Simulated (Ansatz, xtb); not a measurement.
**Two isomers of C5H5ClNP**

We compare a, `CC1=NC=C(Cl)P=C1`, a singlet, with b, `CC1=PC=CC(Cl)=N1`, a singlet. Both are isolated molecules in the gas phase, relaxed with PBE0-D3(BJ)/def2-SVP.

Which of the two would you expect CCSD(T)/def2-SVP + ΔMP2/def2-TZVPP electronic energies to favour?

Too close to call at this level: CCSD(T)/def2-SVP + ΔMP2/def2-TZVPP gives E(b) − E(a) = −0.97 kcal/mol.

Level by level:

| level | geometry | E(b) − E(a) (kcal/mol) | departure from the last row (kcal/mol) | job, with rough time for the two |
| --- | --- | --- | --- | --- |
| GFN2-xTB | GFN2-xTB | −0.96 | +0.01 | optimisation, 0.17 s |
| HF/STO-3G | GFN2-xTB | +1.80 | +2.77 | single point, 0.48 s |
| r2SCAN-D4/def2-SVP | GFN2-xTB | −2.30 | −1.33 | single point, 4.6 s |
| PBE0-D3(BJ)/def2-SVP | PBE0-D3(BJ)/def2-SVP | −2.40 | −1.44 | optimisation, 89 s |
| HF/def2-SVP | PBE0-D3(BJ)/def2-SVP | −0.89 | +0.07 | part of the CCSD(T) run |
| MP2/def2-SVP | PBE0-D3(BJ)/def2-SVP | −1.97 | −1.00 | part of the CCSD(T) run |
| CCSD(T)/def2-SVP | PBE0-D3(BJ)/def2-SVP | −1.58 | −0.61 | single point |
| CCSD(T)/def2-SVP + ΔMP2/def2-TZVPP | PBE0-D3(BJ)/def2-SVP | −0.97 |  | single point, 84 s |

As drawn, both hold the same kinds of bond in the same numbers.

The largest departure from CCSD(T)/def2-SVP + ΔMP2/def2-TZVPP is that of HF/STO-3G, 2.77 kcal/mol. The last row adds to CCSD(T) the change of the MP2 difference between the two basis sets, here +0.61 kcal/mol.

With thermal terms from frequencies at re-optimised GFN2-xTB minima (ideal gas, soft modes damped towards free rotors, one conformer each, 298.15 K, 1 atm): the zero-point term adds −0.18 kcal/mol; ΔH is −1.10 and ΔG −1.44 kcal/mol.

The correlated steps freeze 16 core orbitals. Codes used: Ansatz 0.2.0, xtb 6.7.1; the last row on 4 threads of Arm Neoverse V1 on a shared host.
